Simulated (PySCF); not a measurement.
Compound: C7H9FOSi.
Geometry (PBE0-D3(BJ)/def2-SVP, Å), atoms numbered from 1 in this order:
```xyz
19
C7H9FOSi angstrom
F      4.7042    0.5384   -0.7146
C      3.6524   -0.3243   -0.4728
Si     2.0637    0.6898   -0.3470
O      0.8717   -0.4604   -0.0689
C     -0.4611   -0.2874    0.0947
C     -1.2441   -1.4247    0.3171
C     -2.6180   -1.2973    0.4918
C     -3.2271   -0.0421    0.4471
C     -2.4444    1.0885    0.2255
C     -1.0663    0.9727    0.0496
H      3.5868   -1.0646   -1.2894
H      3.8414   -0.8822    0.4612
H      1.8065    1.4292   -1.6165
H      2.1424    1.6577    0.7851
H     -0.7513   -2.3982    0.3490
H     -3.2216   -2.1915    0.6654
H     -4.3061    0.0530    0.5848
H     -2.9065    2.0779    0.1881
H     -0.4621    1.8680   -0.1231
```

Computed with PySCF at PBE0/pcSseg-1, non-relativistic, on one gas-phase PBE0-D3(BJ)/def2-SVP geometry that isn't relaxed in the solvent. The solvent is an IEF-PCM continuum (Bondi radii, 1.10 Å for H, scaled by 1.2). The model holds no explicit solvent molecules, cavitation or dispersion.

| run | E − E(gas) (kJ/mol) | HOMO (eV) | HOMO–LUMO gap (eV) | dipole (D) |
| --- | --- | --- | --- | --- |
| gas | 0.00 | -6.78 | 6.40 | 1.22 |
| P | -9.27 | -6.77 | 6.41 | 1.29 |
| Q | -20.65 | -6.80 | 6.41 | 1.36 |

Question: The runs were made in benzene and methanol. Which run belongs to which solvent?

Answer: P = benzene, Q = methanol. The dielectric constants are 2.271 (benzene), 32.61 (methanol), and the energy falls further as ε rises. In this model the ground state sees the solvent through ε alone.

Question: How constant is the ratio of the lowering to (ε − 1)/(2ε + 1)?

Answer: 
| solvent | (ε − 1)/(2ε + 1) | E − E(gas) (kJ/mol) | ratio (kJ/mol) | polarisation term (kJ/mol) |
| --- | --- | --- | --- | --- |
| benzene | 0.229 | -9.27 | -40.4 | -9.69 |
| methanol | 0.477 | -20.65 | -43.3 | -22.77 |

The ratio changes by +7.0 % in size from benzene to methanol. The polarisation term is half the interaction of the solute with the induced surface charges.
